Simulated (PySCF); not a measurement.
How the method changes the constants of SnB⁺

State: ³Π (triplet), unpaired electrons σ ↑, π ↑. Set-up: Sn cc-pVDZ-PP with ECP28, B cc-pVDZ; scalar-relativistic core potentials (PySCF 2.14). De refers to Sn⁺ + B in their high-spin ground configurations, without counterpoise correction. The functionals are run spin-unrestricted. A positive dipole points towards B; it is taken about the centre of mass and depends on that origin. Levels whose curve was spin-contaminated or gave no clean fit are not listed.

| Level | Re (Å) | ωe (cm⁻¹) | De (eV) | μ (D) |
| --- | --- | --- | --- | --- |
| UHF-CCSD | 2.445 | 357 | 1.53 | n/a |
| UHF-CCSD(T) | 2.438 | 373 | 1.62 | n/a |
| PBE | 2.426 | 388 | 2.27 | 1.45 |
| revPBE | 2.444 | 375 | 2.11 | 1.45 |
| BLYP | 2.461 | 361 | 2.04 | 1.48 |
| BP86 | 2.435 | 379 | 2.21 | 1.52 |
| r²SCAN | 2.391 | 415 | 2.23 | 1.62 |
| PBE0 | 2.388 | 411 | 2.06 | 1.51 |
| CAM-B3LYP | 2.377 | 409 | 1.79 | 1.54 |

Task: Which functional lies closest to UHF-CCSD(T) in De, which farthest, and by how much do they differ from it?

Result: Closest is CAM-B3LYP (-6.1 pm in Re, +9.7 % in ωe, +0.17 eV in De against UHF-CCSD(T) in the same basis), farthest PBE (-1.2 pm in Re, +4.0 % in ωe, +0.65 eV in De). CCSD(T) converges more slowly with the basis than the functionals do and binds too weakly in this one, so the order can change at the basis-set limit.

Task: What does a quarter of exact exchange do here, going from PBE to PBE0?

Result: PBE0 less PBE: -3.8 pm in Re, +5.9 % in ωe, -0.21 eV in De. Exact exchange removes part of the self-interaction that spreads semilocal densities, and in most molecules shortens and stiffens the bond and lowers De; so it does here.

Task: What does the triples do here, going from UHF-CCSD to UHF-CCSD(T)?

Result: UHF-CCSD(T) less UHF-CCSD: -0.7 pm in Re, +4.5 % in ωe, +0.09 eV in De. Correlation nearly always deepens the well. The bond shortens, as in weak, metallic or heavy-atom bonds, where dispersion and the correlation of outer-core electrons pull the atoms together.

Correlated steps freeze 5 core orbitals. Correlated levels converge slowly with the basis: in double zeta they bind strong bonds too weakly, by up to about 1 eV, and carry superposition errors of some tenths. These are scalar-relativistic numbers at best; spin–orbit coupling would shift them, the dissociation energy most. For an ion De counts to the pair picked by the measured ionisation energies or electron affinities, which need not be the lowest pair at this level. The state was picked by a PBE0 search and need not be the measured ground state.

The whole job (state search and all levels along the bond) took about 1.2 min on 1 thread of Arm Neoverse V2 (shared host), peak memory 0.44 GiB.
